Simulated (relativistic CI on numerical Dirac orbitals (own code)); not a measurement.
Energy levels of V4+

Calculated at this level of theory: Dirac-Coulomb-Breit CI, orbitals from a KLI potential per configuration, a model potential for QED, valence Slater integrals scaled by 0.85, P86 correlation estimate, and configurations built on the next ion tied to the tabulated ionisation energy (semi-empirical) (own radial code, finite nucleus).

Configurations in the expansion (outside the closed core [Ne]): 3s2 3p6 3d, 3s2 3p6 4s, 3s2 3p6 4p, 3s2 3p6 4d, 3s2 3p6 5s, 3s2 3p6 4f, 3s2 3p5 3d2, 3s2 3p4 3d3, 3s2 3p6 5p, 3s 3p6 3d2, 3s2 3p6 5d, 3s2 3p6 5f, 3s2 3p6 5g, 3s2 3p5 3d 4s, 3s2 3p5 3d 4p, 3p6 3d3. Levels of other configurations are missing.

The lowest level is 3s2 3p6 3d 2D_3/2, with 98 % of that term; Hund's rules for 3s2 3p6 3d give 2D with J = 3/2, in agreement.

```tsv
No.	Configuration	Term	J	E (cm⁻¹)	%	Next component (%)
1	3s2 3p6 3d	2D	3/2	0	98	2 3s2 3p4 3d3 2D
2	3s2 3p6 3d	2D	5/2	594	98	2 3s2 3p4 3d3 2D
3	3s2 3p6 4s	2S	1/2	149991	99	1 3s2 3p5 3d 4p 2S
4	3s2 3p6 4p	2P°	1/2	209779	100	
5	3s2 3p6 4p	2P°	3/2	210992	100	
6	3s2 3p6 4d	2D	3/2	296317	100	
7	3s2 3p6 4d	2D	5/2	296458	100	
8	3p5 3d2(3F)‡	4D°	1/2	313929	100	
9	3p5 3d2(3F)‡	4D°	3/2	314296	99	
10	3p5 3d2(3F)‡	4D°	5/2	314915	99	1 4F°
11	3p5 3d2(3F)‡	4D°	7/2	315819	99	1 4F°
12	3p5 3d2(3F)‡	4G°	11/2	328467	100	
13	3p5 3d2(3F)‡	4G°	9/2	329670	96	3 4F°
14	3s2 3p6 5s	2S	1/2	329729	100	
15	3p5 3d2(3P)‡	4P°	5/2	330670	99	
16	3p5 3d2(3F)‡	4G°	7/2	330940	94	5 4F°
17	3p5 3d2(3F)‡	4G°	5/2	332164	92	4 4F°
18	3p5 3d2(3P)‡	4P°	3/2	332317	99	
19	3p5 3d2(3P)‡	4P°	1/2	333436	99	
20	3p5 3d2(3F)‡	4F°	3/2	339141	78	21 2D°
21	3p5 3d2(3F)‡	4F°	9/2	339400	95	3 4G°
22	3p5 3d2(3F)‡	4F°	5/2	339418	60	32 2D°
23	3p5 3d2(3F)‡	4F°	7/2	339965	90	5 4G°
24	3p5 3d2(1G)‡	2F°	5/2	341198	78	11 3s2 3p6 4f 2F°
25	3p5 3d2(1D)‡	2D°	5/2	341830	65	27 4F°
26	3p5 3d2(1G)‡	2F°	7/2	342713	77	17 3s2 3p6 4f 2F°
27	3p5 3d2(1D)‡	2D°	3/2	342967	68	21 4F°
28	3p5 3d2(1D)‡	2P°	1/2	348161	96	3 3s2 3p6 5p 2P°
29	3s2 3p6 4f	2F°	7/2	349982	51	46 3s2 3p5 3d2 2F°
30	3p5 3d2(1D)‡	2P°	3/2	350593	79	11 2D°
31	3s2 3p6 4f	2F°	5/2	350610	74	25 3s2 3p5 3d2 2F°
32	3p5 3d2(1G)‡	2H°	11/2	352233	100	
33	3s2 3p6 5p	2P°	1/2	353348	97	3 3s2 3p5 3d2 2P°
34	3s2 3p6 5p	2P°	3/2	353970	91	8 3s2 3p5 3d2 2P°
35	3p5 3d2(3F)‡	2G°	7/2	355654	93	3 2F°
36	3p5 3d2(1G)‡	2H°	9/2	356466	71	28 2G°
37	3p5 3d2(1D)‡	2F°	7/2	357136	71	27 3s2 3p6 4f 2F°
38	3p5 3d2(3F)‡	2G°	9/2	358115	71	28 2H°
39	3p5 3d2(1D)‡	2F°	5/2	361644	87	11 3s2 3p6 4f 2F°
40	3p5 3d2(3P)‡	4D°	7/2	362082	99	1 2F°
41	3p5 3d2(3P)‡	4D°	5/2	363060	97	2 2D°
42	3p5 3d2(3P)‡	4D°	3/2	364136	97	2 2D°
43	3p5 3d2(3P)‡	4D°	1/2	365014	100	
44	3p5 3d2(3P)‡	2D°	3/2	376449	98	2 4D°
45	3p5 3d2(3P)‡	2D°	5/2	378262	97	2 4D°
46	3p5 3d2(3P)‡	4S°	3/2	380297	99	
47	3p5 3d2(3P)‡	2S°	1/2	380317	100	
48	3p5 3d2(1G)‡	2G°	9/2	381959	99	1 2H°
49	3p5 3d2(1G)‡	2G°	7/2	382438	99	1 2F°
50	3s2 3p6 5d	2D	3/2	389991	100	
51	3s2 3p6 5d	2D	5/2	390054	100	
52	3p5 3d2(1S)‡	2P°	3/2	397439	100	
53	3p5 3d2(1S)‡	2P°	1/2	402401	100	
54	3s2 3p6 5f	2F°	5/2	410371	81	19 3s2 3p5 3d2 2F°
55	3s2 3p6 5f	2F°	7/2	410770	83	16 3s2 3p5 3d2 2F°
56	3s2 3p6 5g	2G	7/2	416763	100	
57	3s2 3p6 5g	2G	9/2	416764	100	
58	3p5 3d2(3F)‡	2F°	5/2	436825	79	19 3s2 3p6 5f 2F°
59	3p5 3d2(1G)‡	2F°	7/2	439054	82	16 3s2 3p6 5f 2F°
60	3p5 3d2(3P)‡	2P°	1/2	463672	96	4 3s2 3p5 3d 4s 2P°
61	3p5 3d2(3P)‡	2P°	3/2	464976	96	4 3s2 3p5 3d 4s 2P°
62	3p5 3d2(3F)‡	2D°	5/2	474194	98	1 3s2 3p5 3d 4s 2D°
63	3p5 3d2(3F)‡	2D°	3/2	474759	98	1 3s2 3p5 3d 4s 2D°
64	3s2 3p5 3d 4s‡	4P°	1/2	480467	99	
65	3s2 3p5 3d 4s‡	4P°	3/2	481654	99	1 2P°
66	3s2 3p5 3d 4s‡	4P°	5/2	483870	99	1 4D°
67	3s2 3p5 3d 4s‡	2P°	1/2	489145	95	4 3s2 3p5 3d2 2P°
68	3s2 3p5 3d 4s‡	2P°	3/2	491676	94	3 3s2 3p5 3d2 2P°
69	3s2 3p5 3d 4s‡	4F°	9/2	492595	100	
70	3s2 3p5 3d 4s‡	4F°	7/2	494161	97	3 2F°
```

Energies count from the lowest computed level; ° marks odd parity. Percentages are summed over parent terms; the parents shown are those of the largest component, closed shells are left out there. ‡ marks configurations that were not tied to measured data.

The mean weight of the leading LS term, summed over parents, in these 70 levels is 92 %, and that of the leading jj configuration (from the same eigenvectors) 61 %, so LS coupling describes them better.

Configurations that consist of the next ion and one excited electron were tied to the tabulated ionisation energy; Rydberg ones are usually within 1,000 to 3,000 cm⁻¹ and the lowest ones within about 6,000 (9,000 in d shells), while levels on excited terms of the next ion carry the error of that term, and the other configurations can be misplaced by 10,000 cm⁻¹ or more. Rates follow the energies as ν³ (E1, M1) or ν⁵ (E2), so rates, branching and lifetimes can be off by large factors. 19 of the 48 excited levels that our extract of the measured tables holds in this range could be paired (the sources list more); they are missed by 7209 cm⁻¹ on average and 24994 at most, and levels without a partner can miss by more.

LS names give the leading component of a level, which can be under half, so a name can repeat, a term be missing and a line seem to break the LS rules.
